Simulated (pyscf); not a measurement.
PySCF, gas phase, ωB97X-D3(BJ)/def2-SVP geometries.

SMILES: O[Si](F)(O[SiH3])O[SiH3]
```xyz
14

O      0.2877    -1.3834     1.4204
Si     1.5596    -0.3737     1.1844
F      2.8249    -0.9092     2.0311
O      2.0247    -0.2727    -0.3764
Si     2.1499     0.9963    -1.4581
O      1.1130     1.0989     1.7239
Si    -0.1061     1.6906     2.7047
H      0.3918    -2.3183     1.2187
H      3.1703     1.9727    -0.9878
H      2.5579     0.4280    -2.7689
H      0.8335     1.6805    -1.5935
H     -1.4163     1.5763     2.0081
H     -0.1484     0.9275     3.9825
H      0.1973     3.1194     2.9776
```
Charge 0, spin multiplicity 1.

Q: What is the homolytic dissociation enthalpy (298 K, ωB97M-D3(BJ)/def2-TZVP) of the O–Si bond of HO–Si(F)(O–SiH₃)–O–SiH₃, to HO–Si•(F)–O–SiH₃ + •O–SiH₃?

A: O–Si to HO–Si•(F)–O–SiH₃ + •O–SiH₃: 597.6 kJ/mol. The 7 functionals that were run give +544.4 (PBE) to +603.4 kJ/mol (M06-2X). HO–Si•(F)–O–SiH₃ lies 24.5 kJ/mol over its isomer HO–SiH(F)–O–SiH₂•, and others may lie lower still (electronic energy, ωB97M-D3(BJ)). •O–SiH₃ lies 104.0 kJ/mol over its isomer HO–SiH₂•, and others may lie lower still (electronic energy, ωB97M-D3(BJ)).
